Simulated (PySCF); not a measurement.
HSi, SMILES [SiH] (connectivity only; charge and spin as stated), charge +1, multiplicity 1. Geometry: r2SCAN-D4/def2-TZVPD.

TDA-ωB97X/def2-TZVPD (PySCF 2.14.0) puts the lowest singlet excitations at 3.39, 3.39, 10.03, 10.38, 10.38, 10.91 eV and the lowest triplet (TDA) at 2.10 eV.

Task: What are the lowest singlet roots from EOM-CCSD/aug-cc-pVDZ (PySCF)? (Estimate from the structure and the level; the computed values follow.)

Result: 3.46, 3.46, 7.99, 7.99, 8.90, 10.03 eV; triplets 0.00, 0.00, 2.22 eV. S1 differs by 0.07 eV (second minus first; roots are paired by order, and the bases may differ).
